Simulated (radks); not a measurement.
Question: Ionisation of the selenium ion Se2+, [Ar] 3d10 4s2 4p2, to [Ar] 3d10 4s2 4p1 as the strength of local exchange is varied. All-electron calculation, Dirac Kohn-Sham, Slater X-alpha exchange (alpha = 2/3 is LDA exchange), no correlation, spin-unpolarised, spherical densities, finite nucleus; open shells are shared between the two j in proportion to 2j + 1; Fermi nuclear charge, rms radius 4.14 fm. Program: a radial shooting solver on a logarithmic mesh with Libxc functionals.

| alpha | E(Se2+) (hartree) | exchange (hartree) | IE (eV) | -e of the level emptied (eV) | <r> of it (bohr) |
|---|---|---|---|---|---|
| 0.664 | -2422.46674 | -80.67360 | 29.762 | 24.160 (4p3/2) | 2.010 |
| 0.667 | -2422.83125 | -81.04971 | 29.802 | 24.199 (4p3/2) | 2.009 |
| 0.859 | -2446.26881 | -105.33670 | 32.454 | 26.728 (4p3/2) | 1.937 |
| 0.868 | -2447.37269 | -106.48560 | 32.581 | 26.849 (4p3/2) | 1.934 |
| x | -2413.00768 | -70.93147 | 28.718 | 23.169 (4p3/2) | 2.041 |

Which alpha was used in the last row?

Answer: alpha = 0.586. NIST Atomic Spectra Database: 31.70 eV (measured). The Delta-SCF value meets it near alpha = 0.80. Spin polarisation and multiplet splitting are left out, so open shells lie too high by an amount that depends on their filling. Sharing an open shell by 2j + 1 raises it above the true ground level by a part of the spin-orbit splitting, which enters the differences from NIST.

Beside tabulated values, note that spin-unpolarised runs miss the spin-polarisation part of the exchange energy of open shells.
